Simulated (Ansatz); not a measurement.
Species: H3AlOS2, SMILES `[OH][Al]([SH])[SH]` (charge 0, multiplicity 1).

Problem. Give a relaxed geometry from B3LYP-D3(BJ)/def2-TZVP (Ansatz, a quantum-chemistry and plane-wave program).

Solution. Several could match; the one computed here: the end point of this relaxation, one of several conformers (outside a Z-matrix the atoms follow the SMILES, hydrogens last).
Bonded distances (Å): O1–Al2 1.692, O1–H5 0.957, Al2–S3 2.187, Al2–S4 2.177, S3–H6 1.345, S4–H7 1.346. Bond angles (°): Al2–O1–H5 126.4, O1–Al2–S3 124.5, O1–Al2–S4 118.1, S3–Al2–S4 117.5, Al2–S3–H6 94.0, Al2–S4–H7 92.2.
